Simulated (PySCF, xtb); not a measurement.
H4Si2, SMILES [SiH][SiH3] (connectivity only; charge and spin as stated), neutral, multiplicity 1.

GFN2-xTB run with xtb at its own geometry gives an orbital gap of 1.74 eV and a dipole moment of 1.22 D.

Geometry: PBE0-D3(BJ)/def2-TZVP. The isomer is the one that the SMILES or the coordinates give; other isomers of the formula were not compared.

**Question.** What does PBE/def2-TZVPD (PySCF) give? (Estimate from the structure and the level; the computed values follow.)

**Answer.** gap 1.46 eV (levels -5.71 and -4.25 eV), dipole 0.20 D.
